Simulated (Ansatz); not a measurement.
Consider the isomerisation: `N/C=C/[SiH3]` → `CC[Si]N`.

Program: Ansatz. Geometries: PBE0-D4/def2-TZVP. ΔE: electronic, gas phase. CCSD(T)/CBS adds triple-zeta CCSD(T) − MP2 to the extrapolated MP2 energy (def2 sets, frozen cores). Functionals use def2-TZVPP. Each species was taken in one conformer, which may not be the lowest.

**Question.** Is it downhill or uphill in electronic energy at CCSD(T)/CBS, and by how much? (An estimate is asked.)

**Answer.** Ansatz gave: Downhill: ΔE = -61.1 kJ/mol.

**Question.** What do these levels give: PBE-D4, r2SCAN-D4, PBE0, LC-ωPBE, RPA@PBE/def2-TZVPP, CCSD/CBS(def2)? (Estimate.)

**Answer.** Computed: PBE-D4 -53.5, r2SCAN-D4 -44.3, PBE0 -52.0, LC-ωPBE -51.4, RPA@PBE/def2-TZVPP -61.1, CCSD/CBS(def2) -61.9 kJ/mol.

Largest T1 diagnostic among the species: 0.013.

In def2-TZVPP, CCSD(T) changes the Hartree–Fock value by −26.9 kJ/mol (the triples alone add +0.9 kJ/mol) and MP2 by −24.2 kJ/mol. At CCSD(T), def2-SVP lies +8.6 kJ/mol from the extrapolated value and def2-TZVPP +0.5 kJ/mol. The D4 term adds −3.9 kJ/mol with B3LYP and −1.9 kJ/mol with PBE0; it sums over pairs of atoms, weighted by their polarisabilities, and B3LYP, whose exchange is more repulsive, gets the larger term.

B3LYP here is the variant with VWN-RPA as its local correlation; programs differ in this.
